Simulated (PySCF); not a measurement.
Bond length, frequency and bond energy of CeC by level of theory

State: triplet, about 1.3 electrons in the 4f shell (Mulliken), real f orbitals that mix terms. Set-up: Ce x2c-SVPall, C x2c-SVPall; spin-free X2C with a Gaussian nucleus (PySCF 2.14). De refers to Ce (4f1 5d1 6s2) + C in their high-spin ground configurations, without counterpoise correction. The functionals are run spin-unrestricted. A positive dipole means Ce(−)C(+). Levels whose curve was spin-contaminated or gave no clean fit are not listed.

```tsv
Level	Re (Å)	ωe (cm⁻¹)	De (eV)	μ (D)	CPU s a point (SCF and correlation, without the integrals)
PBE	1.878	797	n/a	-6.47	7.6
PW91	1.879	796	n/a	-6.51	8.7
r²SCAN	1.877	811	n/a	-6.87	20
PBE0	1.873	826	n/a	-7.12	12
BHandHLYP	1.889	813	3.96	-7.68	6.2
CAM-B3LYP	1.868	839	4.73	-7.57	21
```

Question: What does a quarter of exact exchange do here, going from PBE to PBE0?

Answer: PBE0 less PBE: -0.5 pm in Re, +3.6 % in ωe. Exact exchange removes part of the self-interaction that spreads semilocal densities, and in most molecules shortens and stiffens the bond and lowers De; so it does here.

Question: What does the step from GGA to meta-GGA do here, going from PBE to r²SCAN?

Answer: r²SCAN less PBE: -0.1 pm in Re, +1.8 % in ωe. 

Spin–orbit coupling is left out, which matters for elements this heavy, above all for dissociation energies. Counting both spins, an empty level lies below a filled one in some of these solutions, because spin and occupation are held. With d or f electrons several states lie close, and the lowest PBE0 determinant need not be the measured ground state.

The whole job (state search and all levels along the bond) took about 16 min on 2 threads of Arm Neoverse V2 (shared host), peak memory 4.5 GiB.
